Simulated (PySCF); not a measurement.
bromine (Br₂), SMILES BrBr. The structure is a stationary point at PBE-D3(BJ)/def2-TZVP.

These are PBE-D3(BJ)/def2-TZVP in PySCF 2.14.0 values and carry that method's errors.

Harmonic wavenumbers (cm⁻¹): 313. Rotational constants (GHz): 2.368 (linear); symmetry number 2.

Problem. Work out the zero-point energy and the ideal-gas rigid-rotor harmonic-oscillator thermochemistry at 298.15 K and 1 atm.

Solution. ZPE = ½ Σ hcν = ½ × 313 cm⁻¹ = 0.45 kcal/mol. H − E(el) = 2.77 kcal/mol. Entropy in cal/(mol K): translation 41.12, rotation 16.25, vibration 1.35, total 58.72. G − E(el) = -14.73 kcal/mol. Cp = 8.61 cal/(mol K).
